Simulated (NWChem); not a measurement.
All runs are NWChem calculations. System: disulfane (H2S2), charge 0, spin multiplicity 1, at a geometry optimised with PBE0/def2-SVP. Level: MP2/def2-TZVP, 10 core orbitals frozen.

Input file:

```
start mol
memory heap 200 mb stack 800 mb global 1000 mb
geometry units angstroms nocenter noautoz
  S      0.915485     0.485508     0.055298
  S     -0.915485    -0.485508     0.055298
  H      1.536619    -0.268029    -0.884767
  H     -1.536619     0.268029    -0.884767
  symmetry group C2
end
basis spherical
  * library def2-tzvp
end
scf
  rhf
  nopen 0
  maxiter 100
  thresh 1e-7
  semidirect memsize 60000000 filesize 0
end
mp2
  freeze core 10
end
task mp2 energy
```

Output (cleaned and shortened):

```
             Northwest Computational Chemistry Package (NWChem) 7.3.0
             --------------------------------------------------------

                                NWChem Input Module
                                -------------------

 Scaling coordinates for geometry "geometry" by  1.889725989
 (inverse scale =  0.529177249)

 Turning off AUTOSYM since
 SYMMETRY directive was detected!

                             Geometry "geometry" -> ""
                             -------------------------

 Output coordinates in angstroms (scale by  1.889725989 to convert to a.u.)

  No.       Tag          Charge          X              Y              Z
 ---- ---------------- ---------- -------------- -------------- --------------
    1 S                   16.0000     0.91548500     0.48550800     0.05529800
    2 S                   16.0000    -0.91548500    -0.48550800     0.05529800
    3 H                    1.0000     1.53661900    -0.26802900    -0.88476700
    4 H                    1.0000    -1.53661900     0.26802900    -0.88476700

 Effective nuclear repulsion energy (a.u.)      84.4531529072

            Nuclear Dipole moment (a.u.)
            ----------------------------
        X                 Y               Z
 ---------------- ---------------- ----------------
     0.0000000000     0.0000000000     0.0000037795

      Symmetry information
      --------------------

 Group name             C2
 Group number              4
 Group order               2
 No. of unique centers     2

      Symmetry unique atoms

     1    3


 Summary of "ao basis" -> "" (spherical)
 ------------------------------------------------------------------------------
       Tag                 Description            Shells   Functions and Types
 ---------------- ------------------------------  ------  ---------------------
 *                         def2-tzvp                  on all atoms

 Summary of "ao basis" -> "ao basis" (spherical)
 ------------------------------------------------------------------------------
       Tag                 Description            Shells   Functions and Types
 ---------------- ------------------------------  ------  ---------------------
 S                         def2-tzvp                13       37   5s5p2d1f
 H                         def2-tzvp                 4        6   3s1p

                                 NWChem SCF Module
                                 -----------------

  ao basis        = "ao basis"
  functions       =    86
  atoms           =     4
  closed shells   =    17
  open shells     =     0
  charge          =   0.00
  wavefunction    = RHF
  use symmetry    = T
  symmetry adapt  = T

 Summary of "ao basis" -> "ao basis" (spherical)
 ------------------------------------------------------------------------------
       Tag                 Description            Shells   Functions and Types
 ---------------- ------------------------------  ------  ---------------------
 S                         def2-tzvp                13       37   5s5p2d1f
 H                         def2-tzvp                 4        6   3s1p

      Symmetry analysis of basis
      --------------------------

        a          43
        b          43

 Forming initial guess at       0.1s

      Superposition of Atomic Density Guess
      -------------------------------------

 Sum of atomic energies:        -795.95862108

      Non-variational initial energy
      ------------------------------

 Total energy =    -796.346014
[...]
    19     -0.458295  1 S  py                56     -0.458295  2 S  py
    15     -0.270489  1 S  px                52     -0.270489  2 S  px
    77     -0.181074  3 H  s                 83      0.181074  4 H  s

 Vector   19  Occ=0.000000D+00  E= 1.266314D-01  Symmetry=a
              MO Center= -4.2D-15,  4.4D-15, -6.3D-01, r^2= 5.7D+00
   Bfn.  Coefficient  Atom+Function         Bfn.  Coefficient  Atom+Function
  ----- ------------  ---------------      ----- ------------  ---------------
    77      1.230927  3 H  s                 83      1.230927  4 H  s
     5     -0.767004  1 S  s                 42     -0.767004  2 S  s
    19      0.433067  1 S  py                56     -0.433067  2 S  py
    20      0.424296  1 S  pz                57      0.424296  2 S  pz
    18     -0.396485  1 S  px                55      0.396485  2 S  px

 Vector   20  Occ=0.000000D+00  E= 1.481058D-01  Symmetry=b
              MO Center=  3.5D-14, -6.5D-14, -5.7D-01, r^2= 5.4D+00
   Bfn.  Coefficient  Atom+Function         Bfn.  Coefficient  Atom+Function
  ----- ------------  ---------------      ----- ------------  ---------------
    77      1.294790  3 H  s                 83     -1.294790  4 H  s
    20      0.632091  1 S  pz                57     -0.632091  2 S  pz
     5     -0.554047  1 S  s                 42      0.554047  2 S  s
    18     -0.544194  1 S  px                55     -0.544194  2 S  px
    19      0.248077  1 S  py                56      0.248077  2 S  py

 center of mass
 --------------
 x =   0.00000000 y =   0.00000000 z =   0.05021148

 moments of inertia (a.u.)
 ------------------
          60.509650779444         -98.530763009352           0.000000000000
         -98.530763009352         214.544512316462           0.000000000000
           0.000000000000           0.000000000000         262.720841849106

  Mulliken analysis of the total density
  --------------------------------------

    Atom       Charge   Shell Charges
 -----------   ------   -------------------------------------------------------
    1 S   16    16.16   2.01  0.49  1.48  1.06  0.80  4.18  1.69  0.86  2.33  1.10  0.04  0.10  0.01
    2 S   16    16.16   2.01  0.49  1.48  1.06  0.80  4.18  1.69  0.86  2.33  1.10  0.04  0.10  0.01
    3 H    1     0.84   0.23  0.50  0.09  0.02
    4 H    1     0.84   0.23  0.50  0.09  0.02

       Multipole analysis of the density wrt the origin
       ------------------------------------------------

     L   x y z        total         open         nuclear
     -   - - -        -----         ----         -------
     0   0 0 0     -0.000000      0.000000     34.000000

     1   1 0 0      0.000000      0.000000      0.000000
     1   0 1 0      0.000000      0.000000      0.000000
     1   0 0 1     -0.516067      0.000000      0.000004

     2   2 0 0    -18.239999      0.000000    112.638528
     2   1 1 0     -0.753264      0.000000     47.850449
     2   1 0 1      0.000000      0.000000      0.000000
     2   0 2 0    -21.375140      0.000000     27.449542
     2   0 1 1      0.000000      0.000000      0.000000
     2   0 0 2    -20.267619      0.000000      5.940384

                   NWChem MP2 Semi-direct Energy/Gradient Module
                   ---------------------------------------------

  Basis functions       =     86
  Molecular orbitals    =     86
  Frozen core           =     10
  Frozen virtuals       =      0
  Active alpha occupied =      7
  Active beta occupied  =      7
  Active alpha virtual  =     69
  Active beta virtual   =     69
  Use MO symmetry       = T
  Use skeleton AO sym   = T

  AO/Fock/Back tols     =   1.0D-09  1.0D-09  1.0D-09

 GA uses MA = F    GA memory limited = T

 Available:
  local mem=  1.15D+08
 global mem=  1.31D+08
 local disk=  0.00D+00
  mp2_memr nvloc                    69
  nvloc new                    69
   1 passes of   7:        4194304                      39228                   6046169.
   1 passes of   7: M    114683271           G      131057208           F     110488967.

 Semi-direct pass number   1 of   1  for RHF alpha+beta  at        2.2s
  vrange nnbf                  3674
  mp2_eaftype                    23  avail_ma_in_mb                   999
 EAF : mp2_eaftype filesize          23    3023084.
  mp2_eaf for mointskh                     23
Node 0 wrote     14.2 Mb in      0.0 s     Agg I/O rate:  1118.8 Mb/s
 Done moints_semi at        6.1s
  mp2_eaftype                    23  avail_ma_in_mb                   976
 EAF : mp2_eaftype filesize          23    3023084.
  mp2_eaf for kh                    23
 Done maket at        6.3s
 Done multipass loop at        6.3s

          -------------------------------------------
          SCF energy                -796.248552386292
          Correlation energy          -0.345019145465
          Singlet pairs               -0.226127133884
          Triplet pairs               -0.118892011581
          Total MP2 energy          -796.593571531757
          -------------------------------------------

          ---------------------------------------------------
                    Spin Component Scaled (SCS) MP2
          Same spin pairs                     -0.079261341054
          Same spin scaling factor             0.333333333333
          Opposite spin pairs                 -0.265757804411
          Opposite spin scaling fact.          1.200000000000
          SCS-MP2 correlation energy          -0.345329812311
          Total SCS-MP2 energy              -796.593882198604
          ---------------------------------------------------

 -----------------------
 Performance information
 -----------------------

 Timer overhead =  2.09D-07 seconds/call

               Nr. of calls         CPU time (s)                 Wall time (s)                GFlops
             ---------------    -------------------     ------------------------------   -------------------
Name         Min   Avg   Max    Min     Avg     Max     Min     Avg     Max   Mx/calls   Min     Max     Sum
mp2: moin     1     1     1    3.9     3.9     3.9      3.9     3.9     3.9     3.9      0.0     0.0     0.0
mp2: make     1     1     1   0.17    0.17    0.17     0.17    0.17    0.17    0.17      0.0     0.0     0.0
mp2: tota     1     1     1    4.2     4.2     4.2      4.2     4.2     4.2     4.2      0.0     0.0     0.0

 The average no. of pstat calls per process was 3.00D+00
 with a timing overhead of 6.28D-07s

 Task  times  cpu:        6.2s     wall:        6.2s

 Total times  cpu:        6.3s     wall:        6.3s
```
